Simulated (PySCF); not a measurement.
# MBr₂ across group 9

Level: PBE0, basis family def2-SVP, scalar-relativistic core potentials from Rb on and no relativity for lighter atoms.

Each entry is the lowest minimum that a search over a few typed start shapes (and spin states, where more than one is plausible) found, or that minimum re-optimised at the stated level; isomers with ligand–ligand bonds, or fragments after loss of a ligand pair, can lie lower. Open shells are unrestricted; no spin–orbit coupling; PySCF with density fitting.

| molecule | 2S+1 | point group | mean bond to the central atom (Å) | distinct angles (°) | atomisation (kJ/mol) | lowest ω (cm⁻¹) |
| --- | --- | --- | --- | --- | --- | --- |
| CoBr₂ | 4 | D∞h | 2.239 | 180 | 697 | 60 |
| RhBr₂ | 4 | D∞h | 2.363 | 180 | 571 | 49 |
| IrBr₂ | 4 | D∞h | 2.339 | 180 | 644 | 48 |

The bond length does not run in one direction; the largest change, 0.124 Å, falls between CoBr₂ and RhBr₂ among the members listed.

The 4d and 5d members differ by only 0.024 Å, the mark of the lanthanide contraction and relativistic shrinkage of 6s.

Spin–orbit coupling can matter for IrBr₂.

Left out of the table are members whose search was unfinished or whose lowest solution was spin-contaminated, unstable, very soft or bonded differently.

Open d and f shells are single-determinant solutions and may miss the true ground state.
